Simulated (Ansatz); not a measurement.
Consider the substitution at a C–Sn bond: `[CH3][SnH]([CH3])[CH3]` + `CN[SiH2]N` → `CN[SiH2]NC` + `[CH3][SnH2][CH3]`.

Computed with Ansatz on PBE0-D4/def2-TZVP structures; ΔE is electronic, products minus reactants. CCSD(T)/CBS adds triple-zeta CCSD(T) − MP2 to the extrapolated MP2 energy (def2 sets, frozen cores). def2 core potentials past Kr. For Sn outer-core shells are correlated without core-valence functions, which leaves a few kJ/mol of doubt a bond. One conformer a species, not always the lowest.

| level | ΔE (kJ/mol) |
| --- | --- |
| MP2/def2-TZVPP | 72.7 |
| SCS-MP2/def2-TZVPP | 67.1 |
| MP2/def2-QZVPP | 76.1 |
| HF/CBS(def2) | 55.3 |

**Question.** What does CCSD(T)/CBS give? (Best estimate.)

**Answer.** Computed: +71.4 kJ/mol. The listed levels differ from it by 1.3, -4.3, 4.7, -16.1 kJ/mol.

Largest T1 diagnostic among the species: 0.011.

In def2-TZVPP, CCSD(T) changes the Hartree–Fock value by +10.7 kJ/mol (the triples alone add +1.2 kJ/mol) and MP2 by +17.8 kJ/mol.
